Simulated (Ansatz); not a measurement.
Program: Ansatz. Geometries: PBE0-D4/def2-TZVP. ΔE: electronic, gas phase. CBS: MP2 limit from def2 TZ/QZ plus the TZ coupled-cluster correction, frozen cores. This one scheme is used for every species. Each species was taken in one conformer, which may not be the lowest.

`C=NB(C)[SiH3]` + H–F → `C=NB(F)[SiH3]` + CH₄  (ligand exchange at a B–C bond)

```
        species  SCS-MP2/def2-QZVPP energy (Eh)
`C=NB(C)[SiH3]`                      -449.37854
            H–F                      -100.36288
`C=NB(F)[SiH3]`                      -509.34903
            CH₄                       -40.43589
```

Q: Work out ΔE.

A: ΔE = (-509.34903) + (-40.43589) − (-449.37854) − (-100.36288) = -0.04350 Eh = -1.18 eV. CCSD(T)/CBS gives -1.12 eV.

Largest T1 diagnostic among the species: 0.015.

The D4 term adds +0.08 eV with B3LYP and +0.04 eV with PBE0; it sums over pairs of atoms, weighted by their polarisabilities, and B3LYP, whose exchange is more repulsive, gets the larger term. In def2-TZVPP, CCSD(T) changes the Hartree–Fock value by +0.32 eV (the triples alone add +0.04 eV) and MP2 by +0.36 eV.

B3LYP here is the variant with VWN-RPA as its local correlation; programs differ in this.
